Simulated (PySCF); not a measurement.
# Telling isomers of C6H8N2 apart by NMR

Fast rotation and ring inversion assumed for equivalent nuclei, in vacuum, relativity neglected, single conformer. PBE0-D3(BJ)/def2-SVP structure; NMR shieldings at PBE0/pcSseg-1/GIAO; spin–spin couplings from B3LYP/pcJ-1 (spin–dipole term left out of most H,H and C,H couplings); PySCF 2.14.0 with density-fitted response routines.

Chemical shifts δ = σref − σ; $^{1}$H and $^{13}$C vs TMS, all at this level. Multiplet labels drop J under 1 Hz and among equivalent protons, and merge close values. Unscaled 3J(H,H) run several per cent high. Shifts are as computed. Against solution values, carbons near 30 ppm lie about +2 ppm off and those near 130 ppm about +5 ppm. Of 1211 compounds with measured shifts, 218 miss one by over three times the rms of a fit or turn the order of signals round; such compounds aren't used in these exercises. OH and NH positions are gas-phase values without hydrogen bonding to other molecules.

(1) Tabulate the signals of `NCc1cccnc1`, `NNc1ccccc1` and their relative energies.

(2) What is the quickest way to tell NCc1cccnc1 from NNc1ccccc1?

Answers

(1) 
```json
{"SMILES": "NCc1cccnc1", "carbon types": "1×C 4×CH 1×CH2", "δC": "155.5, 154.4, 145.9, 139.9, 128.7, 49.3", "δH": "8.70 (dd, 1H), 8.64 (d, 1H), 7.49 (ddd, 1H), 7.23 (dd, 1H), 3.59 (s, 2H), 0.33 (br s, 2H)", "E rel. (kcal/mol)": "0.0"}
{"SMILES": "NNc1ccccc1", "carbon types": "1×C 5×CH", "δC": "154.5, 135.2, 121.8, 111.4", "δH": "7.27 (dd, 2H), 6.74 (t, 1H), 6.39 (d, 2H), 4.40 (br s, 1H), 2.50 (br s, 2H)", "E rel. (kcal/mol)": "13.1"}
```

Energies are electronic energies at PBE0/pcSseg-1 on these geometries, without zero-point or thermal terms, each for the one conformer computed, which needn't be the lowest.

(2) Count the carbon signals: 6 against 4. The first has an sp3 CH2 bonded to N, on an aromatic ring at 49.3 ppm, the second an aromatic CH at 111.4 ppm. Their most deshielded carbons lie at 155.5 and 154.5 ppm. In the proton spectra the most deshielded non-exchanging signals are 8.70 (dd, J = 5.3, 1.5 Hz, 1H) and 7.27 (dd, J = 9.0, 8.1 Hz, 2H).
